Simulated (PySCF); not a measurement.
Spinor energies of Ar(2+) (argon, charge +2)

Start: [Ne] 3s1 3p5; 3s1/2 filled at m_j = +1/2; 3p1/2 filled at m_j = -1/2, +1/2; 3p3/2 filled at m_j = -1/2, +1/2, +3/2. Calculated with PySCF 2.14 in x2c-TZVPall-2c with one added diffuse shell each of s, p type (6s7p2d1f, 44 functions): generalised Hartree-Fock with the X2C-1e Hamiltonian and a Gaussian nucleus; one run each with spin-orbit coupling (SO) switched off, then screened by Boettger's factors. This is a chosen level, not necessarily the ground level.

| spinor shell | electrons | ε, spin-free (eV) | ε, screened SO (eV) | weight of nominal j (screened SO) | rms radius, screened SO (bohr) |
| --- | --- | --- | --- | --- | --- |
| 1s1/2 | 2 | -3272.6 | -3272.5 | 1.000 | 0.0991 |
| 2s1/2 | 2 | -368.66 | -368.64 | 1.000 | 0.446 |
| 2p1/2 | 2 | -291.97 | -293.83 | 0.962 | 0.414 |
| 2p3/2 | 4 | -291.97 | -291.02 | 0.981 | 0.417 |
| 3s1/2 | 1 | -64.882 | -64.870 | 1.000 | 1.41 |
| 3p1/2 | 2 | -42.022 | -41.647 | 0.665 | 1.60 |
| 3p3/2 | 3 | -42.022 | -42.284 | 0.776 | 1.59 |

```csv
quantity,spin-free,screened SO
E (hartree),-526.47193,-526.47598
M_J,2,2
⟨J²⟩,6.010,6.010
⟨L²⟩,2.003,2.003
⟨S²⟩,2.007,2.006
```

Each row is a mean over spinors that exchange with the open shell spreads, by up to 6.444 eV (3p1/2).

Rows whose weight is well below 1 are mixtures of j = l ± 1/2: exchange outweighs spin-orbit coupling there, and the label is only the starting occupation.

Without spin-orbit coupling the j labels of p, d and f shells carry no meaning; the spin-free column gives the mean over the occupied spinors of each nl shell.
